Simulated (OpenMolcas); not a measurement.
Ir5+ with 6 ligands (fluoride) in octahedral coordination (Oh) at 1.88 Å. A charge of +0.167 e stands 2.8 Å behind each ligand. Ligand basis ANO-RCC-VDZP.
```
Ir    0.0000    0.0000    0.0000
F     1.8800    0.0000    0.0000
F     0.0000    1.8800    0.0000
F    -1.8800    0.0000    0.0000
F     0.0000   -1.8800    0.0000
F     0.0000    0.0000    1.8800
F     0.0000    0.0000   -1.8800
```

| Property | Result |
| --- | --- |
| Program | OpenMolcas |
| Method | CASSCF |
| Basis | ANO-RCC-VTZP [8s7p5d3f1g] |
| Scalar Hamiltonian | DKH2, point nucleus |
| Active space | 4 electrons in 5 orbitals (5d) |
| State averaging | 2S+1 = 5 even, 5 roots; 2S+1 = 3 even, 45 roots; 2S+1 = 1 even, 50 roots |
| Spin-orbit coupling | RASSI with atomic mean-field integrals over the reference wave functions |

Problem. What is the spin-free ground state (labels of O, the rotations of Oh)?

Solution. 3T1, 3-fold in its orbital part; d4 allows 2S+1 = 5, so this is a state of lower spin.

Problem. Where is the first state of the same spin?

Solution. 3E at 36000 cm-1 above the ground state.

Problem. What are the lowest two levels with spin-orbit coupling?

Solution. A 1-fold level, then a 3-fold level 4282 cm-1 above it. Their leading multiplicities are 3 (89 %) and 3 (96 %).

Problem. What is χT at 300 K?

Solution. 0.17 cm3 K/mol.

Problem. Which ligand-field parameters describe the states?

Solution. A least-squares ligand-field fit to the states below 45000 cm-1, each weighted by its degeneracy and with a free common offset, gives 10Dq = 38843 cm-1, B = 640 cm-1 and C = 2752 cm-1 (C/B = 4.30), with an rms deviation of 281 cm-1. The same method and metal basis give the free ion B = 935 cm-1 (fit to its terms below 60000 cm-1, rms deviation 23 cm-1), so the nephelauxetic ratio is β = 640 / 935 = 0.68; it hangs on how both fits weigh the states, and computed free-ion B values tend to be too large, so β mixes covalency with correlation.

Without dynamic correlation the repulsion within the d shell is too large (B by tens of per cent), so at a given field states of lower spin stand too high. The least metal-like active orbital is 67 % on the metal (Löwdin) and no ligand orbital is active, so the numbers are rough, and ground spin, moment and any spin crossover can be artefacts of this space; highly charged d ions in such sites are as a rule low spin. With metal d orbitals alone the field can be off either way by tens of per cent. Ligand-to-metal charge-transfer states are missing. With no ligand orbital active B as a rule stays too high, so bands that hang on it stand too high and its fall with covalency is understated. No measured value stands beside these numbers; the geometry is a model, was not optimised and need not be the one that this ion takes.
